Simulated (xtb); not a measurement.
C3H6FNSi, SMILES F[C@@H]1CN=C[SiH2]1. All values are semi-empirical tight-binding results from xtb (GFN2-xTB unless named), good for trends rather than for accurate numbers. Geometry: GFN2-xTB. The structure was generated by enumeration; whether it is a known compound was not checked. Other conformers were not sampled.

Question: Estimate the properties. (The exact figures need the calculation; the answer reports its results.)

Answer: 
- orbital gap: 2.72 eV
- dipole moment: 2.47 D
- zero-point energy: 52.2 kcal/mol
- G − E(el) at 298.15 K (modified RRHO): 33.1 kcal/mol
- static polarisability (D4 model): 69.0 bohr³
- solvation energy, GFN2-xTB/ALPB(water): -3.5 kcal/mol
- solvation energy, GFN2-xTB/ALPB(octanol): -4.2 kcal/mol
